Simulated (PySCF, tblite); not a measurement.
Species: C3H3F5S.
Bonds: F1–C2, C2–F3, C2–F4, C2–C5, C5–F6, C5–F7, C5–C8, C8–S9. Hydrogens: H10, H11 on C8; H12 on S9.

Computed with GFN2-xTB (tblite), gas phase: nudged elastic band of 9 images (0 to 8), spring 0.2 eV/Å², climbing image at the end, force threshold 0.05 eV/Å. The top image wasn't refined or checked by frequencies; at this threshold it can lie a kcal/mol or more above the true saddle point of the method.

Path: rotation about C2–C5 (CF3 carbon, CF2 carbon), followed by the dihedral F1–C2–C5–F7.

Image 0 (start, dihedral 167°):
```
atom  x, y, z in Å
F1     -1.642   -0.269   -1.245
C2     -1.381    0.349   -0.091
F3     -1.176    1.637   -0.355
F4     -2.469    0.261    0.668
C5     -0.153   -0.295    0.613
F6     -0.586   -1.422    1.232
F7      0.246    0.540    1.603
C8      1.004   -0.641   -0.313
S9      1.655    0.800   -1.217
H10     1.796   -1.093    0.287
H11     0.662   -1.352   -1.065
H12     2.045    1.483   -0.142
```

Image 8 (end, 0.000 eV, dihedral -74°):
```
atom  x, y, z in Å
F1     -2.539   -0.176    0.375
C2     -1.397    0.258   -0.150
F3     -1.469    0.083   -1.472
F4     -1.316    1.565    0.084
C5     -0.180   -0.508    0.443
F6     -0.539   -1.811    0.561
F7      0.015   -0.062    1.707
C8      1.099   -0.411   -0.377
S9      1.667    1.302   -0.624
H10     1.873   -0.989    0.130
H11     0.921   -0.827   -1.369
H12     1.866    1.577    0.665
```

**Question.** What do the inner images look like?

**Answer.** 
Image 1: +0.010 eV, dihedral 180°
```
atom  x, y, z in Å
F1     -1.787   -0.423   -1.118
C2     -1.387    0.336   -0.095
F3     -1.128    1.551   -0.568
F4     -2.406    0.447    0.752
C5     -0.154   -0.308    0.596
F6     -0.583   -1.462    1.168
F7      0.226    0.495    1.620
C8      1.014   -0.613   -0.330
S9      1.706    0.858   -1.153
H10     1.790   -1.103    0.260
H11     0.675   -1.285   -1.120
H12     2.035    1.508   -0.038
```

Image 2: +0.038 eV, dihedral -166°
```
atom  x, y, z in Å
F1     -1.958   -0.545   -0.943
C2     -1.398    0.324   -0.100
F3     -1.106    1.421   -0.793
F4     -2.309    0.661    0.807
C5     -0.156   -0.326    0.572
F6     -0.581   -1.508    1.090
F7      0.204    0.435    1.634
C8      1.029   -0.585   -0.346
S9      1.754    0.917   -1.081
H10     1.791   -1.104    0.237
H11     0.709   -1.219   -1.173
H12     2.022    1.529    0.071
```

Image 3: +0.071 eV, dihedral -151°
```
atom  x, y, z in Å
F1     -2.127   -0.615   -0.742
C2     -1.407    0.312   -0.108
F3     -1.103    1.248   -1.002
F4     -2.183    0.879    0.811
C5     -0.159   -0.351    0.548
F6     -0.572   -1.559    1.014
F7      0.179    0.369    1.645
C8      1.045   -0.558   -0.359
S9      1.777    0.983   -1.005
H10     1.799   -1.099    0.215
H11     0.746   -1.154   -1.222
H12     2.009    1.543    0.180
```

Image 4 (top): +0.090 eV, dihedral -136°
```
atom  x, y, z in Å
F1     -2.282   -0.624   -0.523
C2     -1.413    0.299   -0.117
F3     -1.115    1.040   -1.182
F4     -2.029    1.088    0.757
C5     -0.164   -0.384    0.528
F6     -0.559   -1.616    0.938
F7      0.151    0.293    1.659
C8      1.058   -0.530   -0.369
S9      1.766    1.053   -0.930
H10     1.813   -1.083    0.193
H11     0.784   -1.091   -1.263
H12     1.992    1.553    0.284
```

Image 5: +0.084 eV, dihedral -122°
```
atom  x, y, z in Å
F1     -2.405   -0.578   -0.304
C2     -1.411    0.288   -0.126
F3     -1.146    0.817   -1.320
F4     -1.855    1.267    0.655
C5     -0.168   -0.420    0.510
F6     -0.551   -1.674    0.858
F7      0.120    0.209    1.676
C8      1.068   -0.504   -0.373
S9      1.731    1.123   -0.860
H10     1.830   -1.060    0.174
H11     0.820   -1.032   -1.294
H12     1.968    1.562    0.376
```

Image 6: +0.055 eV, dihedral -107°
```
atom  x, y, z in Å
F1     -2.492   -0.486   -0.079
C2     -1.406    0.279   -0.134
F3     -1.213    0.585   -1.418
F4     -1.668    1.409    0.513
C5     -0.172   -0.453    0.491
F6     -0.547   -1.727    0.769
F7      0.086    0.121    1.691
C8      1.079   -0.477   -0.375
S9      1.694    1.187   -0.788
H10     1.847   -1.035    0.161
H11     0.856   -0.973   -1.320
H12     1.937    1.570    0.465
```

Image 7: +0.019 eV, dihedral -91°
```
atom  x, y, z in Å
F1     -2.537   -0.358    0.149
C2     -1.402    0.269   -0.142
F3     -1.323    0.345   -1.472
F4     -1.488    1.508    0.330
C5     -0.176   -0.481    0.467
F6     -0.544   -1.771    0.670
F7      0.050    0.035    1.700
C8      1.090   -0.447   -0.377
S9      1.677    1.244   -0.712
H10     1.860   -1.014    0.149
H11     0.892   -0.908   -1.345
H12     1.902    1.577    0.558
```

The largest changes of bonds and angles from start to top: C2–C5 1.555 → 1.563 Å, F1–C2 1.335 → 1.332 Å, F3–C2–C5 111.7 → 113.2°, C2–C5–C8 114.8 → 116.1°, F1–C2–F3 107.8 → 106.7°. GFN2-xTB torsional profiles can miss by a kcal/mol or more and can put conformers in the wrong order.

**Question.** What do single points at PBE0/pcSseg-1 (PySCF, no dispersion term) give on some images?

**Answer.** 
```
image  GFN2-xTB E (eV)  DFT E (eV)  HOMO (eV)  LUMO (eV)  dipole (D)
    0            0.000       0.000      -7.55       0.27        1.81
    2            0.038       0.062      -7.46       0.29        1.69
    4            0.090       0.161      -7.48       0.30        1.73
    6            0.055       0.095      -7.58       0.28        1.84
    8            0.000       0.000      -7.55       0.27        1.81
```

Energies count from image 0 at each level. At the GFN2-xTB top the DFT energy is 3.7 kcal/mol against 2.1; the geometries weren't optimised at the DFT level.

What follows is the cost of the whole band run. Time: 1.6 s wall; peak memory 0.18 GiB. Hardware: Intel Xeon 6975P-C, one thread, shared host with 192 logical CPUs at a one-minute load of 26.
